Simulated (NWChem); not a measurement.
Molecule: C$_{2}$HF$_{2}$I; SMILES F/C=C(\F)I

```xyz
6

F     -0.5244     3.1389     0.0000
C     -0.7514     1.8342     0.0000
C      0.2520     0.9551     0.0000
F      1.5150     1.3312     0.0000
I     -0.0640    -1.1064     0.0000
H     -1.8023     1.5414     0.0000
```
Atoms are numbered in this order, from 1.

Level: PBE0/def2-SVP with def2 effective core potentials on I (NWChem), optimised geometry, unscaled harmonic frequencies. def2 effective core potentials on I; no spin-orbit coupling.

Task: List the harmonic frequencies with IR intensities, and the thermochemistry.

Result: 
```json
[
 {"frequency (cm⁻¹)": "191", "IR intensity (km/mol)": "1.8"},
 {"frequency (cm⁻¹)": "225", "IR intensity (km/mol)": "1.2"},
 {"frequency (cm⁻¹)": "295", "IR intensity (km/mol)": "1.7"},
 {"frequency (cm⁻¹)": "326", "IR intensity (km/mol)": "1.0"},
 {"frequency (cm⁻¹)": "529", "IR intensity (km/mol)": "3.4"},
 {"frequency (cm⁻¹)": "828", "IR intensity (km/mol)": "15.6"},
 {"frequency (cm⁻¹)": "832", "IR intensity (km/mol)": "61.6"},
 {"frequency (cm⁻¹)": "1116", "IR intensity (km/mol)": "196.6"},
 {"frequency (cm⁻¹)": "1215", "IR intensity (km/mol)": "115.1"},
 {"frequency (cm⁻¹)": "1360", "IR intensity (km/mol)": "47.6"},
 {"frequency (cm⁻¹)": "1789", "IR intensity (km/mol)": "65.1"},
 {"frequency (cm⁻¹)": "3264", "IR intensity (km/mol)": "5.9"}
]
```

```
Property                                                                            Value
-----------------------------------------------------------------------  ----------------
zero-point energy                                                           17.1 kcal/mol
thermal correction to the enthalpy at 298.15 K (with zero-point energy)     20.9 kcal/mol
heat capacity Cv                                                         15.9 cal/(mol K)
entropy at 298.15 K and 1 atm (symmetry number 1)                        77.4 cal/(mol K)
```

Rigid rotor and harmonic oscillator.
